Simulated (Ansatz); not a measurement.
Reactions of `FC1([SiH3])BO1`.

Isolated molecules relaxed with PBE0-D4/def2-TZVP in Ansatz; ΔE leaves out vibrations. CCSD(T)/CBS adds triple-zeta CCSD(T) − MP2 to the extrapolated MP2 energy (def2 sets, frozen cores). This one scheme is used for every species. Functionals use def2-TZVPP. B3LYP here is the variant with VWN-RPA as its local correlation; programs differ in this. def2 core potentials past Kr. For Se, Sn, Te outer-core shells are correlated without core-valence functions, which leaves a few kJ/mol of doubt a bond. Scalar relativity is left out up to krypton. Each species was taken in one conformer, which may not be the lowest.

```
                                                                reaction  CCSD(T)/CBS(def2) (kJ/mol)
     `FC1([SiH3])BO1` + `C[SiH2][TeH]` → `[SiH3]C[SiH2][TeH]` + `FC1BO1`                         -18
`FC1([SiH3])BO1` + `[NH2][AlH][SeH]` → `[SiH3][NH][AlH][SeH]` + `FC1BO1`                           ?
                     `FC1([SiH3])BO1` + `N#CO` → `N#CO[SiH3]` + `FC1BO1`                        -105
       `FC1([SiH3])BO1` + `CO[SiH](N)O` → `CO[SiH](N)O[SiH3]` + `FC1BO1`                        -120
                       `FC1([SiH3])BO1` + `OBS` → `[SiH3]OBS` + `FC1BO1`                           ?
  `FC1([SiH3])BO1` + `[OH][SnH2][Cl]` → `[SiH3][O][SnH2][Cl]` + `FC1BO1`                        -118
```

Fill in the missing values. (Estimate.)

Computed: `FC1([SiH3])BO1` + `[NH2][AlH][SeH]` → `[SiH3][NH][AlH][SeH]` + `FC1BO1`: -68.8 kJ/mol; `FC1([SiH3])BO1` + `OBS` → `[SiH3]OBS` + `FC1BO1`: -97.5 kJ/mol.

Largest T1 diagnostic: 0.016, for `FC1([SiH3])BO1`.
